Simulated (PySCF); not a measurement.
C3H10Si. Atoms are numbered in the order given.

```xyz
14

Si     0.0751     1.7897     0.0000
C     -0.5872     0.0182     0.0000
C      0.4971    -1.0697     0.0000
C     -0.0725    -2.4887     0.0000
H     -1.0498     2.7722     0.0000
H      0.9176     2.0333     1.2099
H      0.9176     2.0333    -1.2099
H     -1.2438    -0.1015     0.8811
H     -1.2438    -0.1015    -0.8811
H      1.1513    -0.9376     0.8803
H      1.1513    -0.9376    -0.8803
H     -0.7014    -2.6639    -0.8887
H      0.7270    -3.2469     0.0000
H     -0.7014    -2.6639     0.8887
```

Geometry: B3LYP-D3(BJ)/def2-SVP. The values are those of a single conformer.

Method: PySCF with TDDFT-PBE/def2-SVPD.

Vertical excitations. The molecule is in vacuum. State labels are in the subgroup Cs.

| state | symmetry | energy (eV) | λ (nm) | f | main pairs |
|---|---|---|---|---|---|
| S1 | A' | 7.15 | 174 | 0.029 | HOMO→LUMO 98 % |
| S2 | A" | 7.68 | 161 | 0.002 | HOMO−1→LUMO 98 % |
| S3 | A' | 7.74 | 160 | 0.120 | HOMO→LUMO+1 72 %, HOMO−2→LUMO 24 % |
| S4 | A' | 7.76 | 160 | 0.026 | HOMO−2→LUMO 70 %, HOMO→LUMO+1 21 % |
| S5 | A" | 7.87 | 157 | 0.014 | HOMO−3→LUMO 96 % |
| S6 | A' | 7.95 | 156 | 0.003 | HOMO→LUMO+2 63 %, HOMO→LUMO+3 28 % |
| S7 | A' | 8.09 | 153 | 0.073 | HOMO→LUMO+3 54 %, HOMO→LUMO+2 24 %, HOMO−4→LUMO 10 % |
| S8 | A" | 8.12 | 153 | 0.001 | HOMO→LUMO+4 95 % |
| S9 | A' | 8.28 | 150 | 0.032 | HOMO−4→LUMO 80 % |
| S10 | A" | 8.31 | 149 | 0.030 | HOMO−1→LUMO+1 96 % |
| T1 | A' | 6.85 | 181 | 0 | HOMO→LUMO 97 % |
| T2 | A" | 7.44 | 167 | 0 | HOMO−1→LUMO 91 % |
| T3 | A' | 7.49 | 165 | 0 | HOMO−2→LUMO 91 % |
| T4 | A' | 7.54 | 165 | 0 | HOMO→LUMO+1 85 % |
Triplets are in the Tamm–Dancoff approximation, which puts them higher than full response would, so one can lie above its singlet here.
